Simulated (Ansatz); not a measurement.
Correlation energies of CH₄ISn, SMILES `[CH3][SnH][I]` radical by basis set

Cartesian coordinates in Å:
```
C -0.6247 0.7521 0.3216
Sn 0.7493 -0.9089 0.3937
I 0.0579 -2.5386 -1.6537
H -0.3835 1.4603 1.1142
H -1.6427 0.3871 0.4426
H -0.5155 1.2308 -0.6527
H 2.3592 -0.3828 0.0343
```

Total charge 0; spin multiplicity 2. Correlated methods include outer-core shells of I, Sn, which these sets cover unevenly. Sn, I: def2 effective core potential. All single points use the PBE0-D4/def2-TZVP geometry. Frozen core, unrestricted reference, Ansatz.

| basis | HF (Eh) | MP2 corr. | CCSD corr. | (T) | CCSD(T) total |
| --- | --- | --- | --- | --- | --- |
| def2-SVP | -550.18792 | -0.35986 | -0.39630 | -0.01108 | -550.59530 |
| def2-TZVPP | -550.25220 | -0.98315 | -0.96828 | -0.02673 | -551.24721 |
| def2-QZVPP | -550.25732 | -1.37768 | – | – | – |
